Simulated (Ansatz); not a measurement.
Reaction: CH4BO (SMILES [BH]OC, doublet) → CH4BO (SMILES [CH2]BO, doublet)
Each species at its own B3LYP-D3(BJ)/def2-TZVP minimum (Ansatz, an electronic-structure program), one conformer.

Wanted: isomerisation energy (electronic), in kcal/mol. UHF or UKS for unpaired electrons; spin-orbit terms are left out. CBS(X,Y): correlation extrapolated as X^-3, Hartree-Fock from the larger set. A bracket is a step between two methods taken in the basis named. The functionals are non-relativistic, so their misses hold any scalar relativity. Double hybrids freeze cores in their MP2 part. '+ core + X2C': CCSD(T) terms for core correlation (cc-pwCVTZ) and scalar relativity (cc-pVTZ-DK).

CCSD(T)/CBS(cc-pVTZ,cc-pVQZ) + [CCSDT(Q) - CCSD(T)]/cc-pVDZ + core + X2C (Ansatz) gives -31.6 kcal/mol.

### Question
What does PBE/def2-TZVPD (Ansatz) give here, and how do the other levels compare?

### Answer
PBE gives -28.9 kcal/mol, 2.7 kcal/mol above it. Differences of the others: r2SCAN/def2-TZVPD (Ansatz) 0.9; PBE0/def2-TZVPD (Ansatz) 1.2; wB97M-V/def2-TZVPD (Ansatz) -0.8; B2PLYP/def2-TZVPD (Ansatz) 0.9; CCSD(T)/CBS(cc-pVTZ,cc-pVQZ) + core + X2C (Ansatz) 0.0 kcal/mol. Nearer than PBE: r2SCAN/def2-TZVPD, PBE0/def2-TZVPD, wB97M-V/def2-TZVPD, B2PLYP/def2-TZVPD, CCSD(T)/CBS(cc-pVTZ,cc-pVQZ) + core + X2C.
